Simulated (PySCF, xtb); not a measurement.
C10H7N3, SMILES N1C2=CC=CC3N2C(=CC=1)C=CN=3.

GFN2-xTB run with xtb at its own geometry gives an orbital gap of 1.66 eV and a dipole moment of 1.21 D.

The structure is a stationary point at PBE-D3(BJ)/def2-SVP.

### Question
What does PBE/def2-SVP in PySCF give? (Estimate from the structure and the level; the computed values follow.)

### Answer
gap 1.53 eV (levels -4.44 and -2.90 eV), dipole 1.12 D.
